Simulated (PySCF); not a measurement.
Ge(F)(OH)2(NH2) (FGeH₄NO₂), SMILES [NH2][Ge]([OH])([OH])[F].

The structure is a stationary point at PBE0-D3(BJ)/def2-SVP. This is a generated structure with no PubChem entry under its InChIKey; it may be hypothetical. The values are those of a single conformer.

Two levels are set side by side: TDDFT-PBE/def2-SVPD (PySCF) and TDDFT-B3LYP/def2-SVPD (PySCF). Vertical, same geometry. The lowest singlet is HOMO→LUMO 99 % with PBE and HOMO→LUMO 98 % with the other functional; states are paired by order. Differences are taken from unrounded values.

```
quantity                               TDDFT-B3LYP  TDDFT-PBE  TDDFT-PBE minus TDDFT-B3LYP
-------------------------------------  -----------  ---------  ---------------------------
lowest singlet excitation (eV)                6.28       5.61                        -0.67
lowest triplet excitation (TDA) (eV)          5.90       5.32                        -0.58
first bright state (f over 0.05) (eV)         6.28       6.77                         0.50
its oscillator strength                       0.05       0.05                         0.00
```

Functionals without exact exchange tend to place singlet excitations lower, as here. Differences between two approximate levels are no errors against the true value.

Rough cost on one machine, each run with all the roots and properties that it gave: TDDFT-B3LYP against TDDFT-PBE about 4 times.
